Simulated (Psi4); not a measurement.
N₂O (SMILES N#[N+][O-]), singlet, at a GFN2-xTB geometry. Base run: CCSD/cc-pVDZ (Psi4).

Here is a job for Psi4.
```
memory 2 GB

molecule {
0 1
  N    -0.00000000   -0.00000000   -1.17224503
  N    -0.00000000   -0.00000000   -0.06654726
  O     0.00000000    0.00000000    1.08394325
}

set basis cc-pvdz

energy('ccsd')
print_variables()
```

Problem. The base was run again with changes. Order these runs by total energy, lowest first: method = cisd | method = qcisd(t) | method = mp4 | method = ccsd(t).

Solution. method = mp4 (ΔE vs base (mEh) -34.729), method = qcisd(t) (ΔE vs base (mEh) -23.822), method = ccsd(t) (ΔE vs base (mEh) -22.558), method = cisd (ΔE vs base (mEh) 51.596)
